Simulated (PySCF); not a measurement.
Input for PySCF: R-M06-2X/6-31G* on H2OSSi (SMILES O[Si]S), a point of a torsion scan.

```python
from pyscf import gto, scf, dft, mp
from pyscf.data.elements import chemcore

mol = gto.M(
    atom='''
    O    -1.10764954    0.40460792   -0.73830140
    Si    0.07185171   -0.70162486   -0.45798455
    S     1.23606181   -0.30557345   -2.25944292
    H    -2.00932733    0.32637375   -0.44545827
    H     0.44796128    0.64856305   -2.73372390
    ''',
    basis='6-31g*',
    cart=True,
    charge=0, spin=0, verbose=3, max_memory=1800)
mf = dft.RKS(mol, xc='m062x')
mf.conv_tol = 1e-8
mf.max_cycle = 100
mf.kernel()
if not mf.converged:
    mf = mf.newton().run(mf.mo_coeff, mf.mo_occ)
```

### Question
What total energy does the run end on?

### Answer
-764.0283 hartree.
